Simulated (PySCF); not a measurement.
trans-Zr(PH3)2Cl4 (singlet state).
Cartesian coordinates in Å at the PBE0-D3(BJ)/def2-SVP level; atoms count from 1:
```xyz
13
Cl4H6P2Zr angstrom
Zr     0.0392    0.0829    0.0018
P     -0.0769   -0.0437    2.7938
H      0.5186    1.0434    3.4818
H      0.6425   -1.1081    3.3883
H     -1.2976   -0.1359    3.5081
P      0.0031   -0.1007   -2.7915
H      1.0903    0.5102   -3.4643
H     -1.0672    0.5710   -3.4302
H     -0.0381   -1.3406   -3.4776
Cl     2.3248    0.1594    0.7420
Cl    -2.3247    0.2595    0.3057
Cl     0.1560    2.3485   -0.7988
Cl     0.0605   -2.2982   -0.2369
```

Method: PBE0-D3(BJ)/def2-SVP geometry optimisation, gas phase, def2 core potentials past Kr (PySCF 2.14.0).

Which atoms are bound to Zr1, and at what distances?

6 atoms: Cl11 2.390 Å, Cl13 2.393 Å, Cl10 2.404 Å, Cl12 2.406 Å, P2 2.797 Å, P6 2.800 Å. The nearest atom not counted as bound is H8, at 3.64 Å (others tie with it).

List the angles at Zr1.

```tsv
angle	degrees	distance of the outer atoms (Å)
P2–Zr1–P6	172.9	5.59
Cl12–Zr1–Cl13	154.6	4.68
Cl10–Zr1–Cl11	154.0	4.67
P2–Zr1–Cl12	112.1	4.32
P6–Zr1–Cl10	108.8	4.24
P6–Zr1–Cl11	96.8	3.89
Cl11–Zr1–Cl13	95.5	3.54
P2–Zr1–Cl13	93.1	3.78
Cl10–Zr1–Cl13	93.1	3.48
Cl10–Zr1–Cl12	91.5	3.45
Cl11–Zr1–Cl12	91.2	3.43
P2–Zr1–Cl11	80.5	3.37
P6–Zr1–Cl13	80.5	3.37
P2–Zr1–Cl10	74.5	3.17
P6–Zr1–Cl12	74.4	3.16
```

Describe the arrangement about Zr1 in numbers.

The three widest angles are 172.9°, 154.6° and 154.0°, the others run from 74.4° to 112.1°. The Zr–Cl distances aren't all alike: 2.390 to 2.406 Å.

What are the other bond lengths?

P2–H3 and 5 like bonds 1.417 Å.

Point group: near C2, missed by 0.18 Å at most; the miss may be what the optimiser left on a soft mode. Charge 0, singlet. Stationary, but not proved a minimum.

On one thread of an AMD EPYC 7R43, shared host, this took 7.1 min and 0.80 GiB of memory at its peak. This is the geometry optimisation.
